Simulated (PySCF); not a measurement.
## Where the electron goes

Compound: C4H6N2O2.
Geometry (GFN2-xTB, Å), atoms numbered from 1 in this order:
```xyz
14
C4H6N2O2 angstrom
C      2.9235    0.1981    0.0445
O      1.7308    0.8779   -0.3228
C      0.6273    0.2047   -0.0687
N      0.5016   -0.9669    0.4592
N     -0.8331   -1.2141    0.5093
C     -1.4374   -0.1940    0.0161
C     -2.8898    0.0120   -0.1461
O     -0.5524    0.7724   -0.3830
H      3.0078   -0.7451   -0.4980
H      2.9292   -0.0101    1.1158
H      3.7371    0.8681   -0.2217
H     -3.2054    0.8934    0.4096
H     -3.1303    0.1682   -1.1963
H     -3.4095   -0.8652    0.2252
```

Computed with PySCF, TDDFT CAM-B3LYP/def2-SVPD, vertical, gas phase, core orbitals frozen in the response.

Kohn–Sham orbitals with the atoms that hold most of them (Löwdin shares over 4%, at most four atoms; ? is withheld):

| orbital | ε (eV) | atoms |
| --- | --- | --- |
| HOMO-3 | -11.57 | O8 33%, N5 27%, N4 26%, C6 7% |
| HOMO-2 | -10.93 | N4 39%, N5 33%, O8 12% |
| HOMO-1 | -9.31 | ? |
| HOMO | ? | N4 22%, O2 18%, C6 18%, N5 17% |
| LUMO | 1.17 | ? |
| LUMO+1 | 1.24 | C6 24%, N5 21%, O8 16%, C3 13% |
| LUMO+2 | 1.55 | C1 24%, C7 15%, H11 11%, O2 8% |

(1) Give the leading atoms of the LUMO.

(2) Which atoms hold the HOMO-1, and with what shares?

(3) What is the HOMO energy, and the HOMO–LUMO gap?

Results:

(1) C3 (bonded to N and 2 O) 18%; C7 (bonded to C and 3 H) 14%; C6 (bonded to C, N and O) 12%; C1 (bonded to O and 3 H) 12%.

(2) N5 (bonded to C and N) 42%; N4 (bonded to C and N) 36%; C6 (bonded to C, N and O) 8%; C3 (bonded to N and 2 O) 7%. By element: nitrogen 79%, carbon 15% or more.

(3) ε(HOMO) = -8.53 eV; the gap is 9.70 eV (0.3564 hartree).

Question: How does S1 compare with the orbital gap of 9.70 eV?

Answer: S1 is at 6.33 eV (f = 0.0013), 3.36 eV below the gap, made of HOMO-1→LUMO+1 (96%). Its leading pair isn't HOMO and LUMO; the energies of that pair differ by 10.55 eV. Without the coupling terms of the response equations the lowest excitation would equal the gap.

Question: One configuration dominates each of S1, S2, S3, S6 and S8. Which, and how do the shares of the two leading atoms of either orbital change from the occupied to the empty one?

Answer: 
- S1 (6.33 eV, f 0.0013), HOMO-1→LUMO+1 (96%): N5 42% → 21%, N4 36% → at most 13%, C6 8% → 24%
- S2 (6.56 eV, f 0.297), HOMO→LUMO+1 (96%): N4 22% → at most 13%, O2 18% → at most 13%, C6 18% → 24%, N5 17% → 21%
- S3 (6.73 eV, f 0.0019), HOMO→LUMO (86%): N4 22% → at most 13%, O2 18% → at most 13%, C3 at most 18% → 18%, C7 at most 18% → 14%
- S6 (7.64 eV, f 0.017), HOMO-1→LUMO (83%): N5 42% → at most 13%, N4 36% → at most 13%, C3 7% → 18%, C7 at most 7% → 14%
- S8 (8.00 eV, f 0.0000), HOMO-2→LUMO+1 (76%): N4 39% → at most 13%, N5 33% → 21%, C6 at most 4% → 24%

Löwdin shares depend on the basis, the more so with diffuse functions.

One conformer stands for the species.
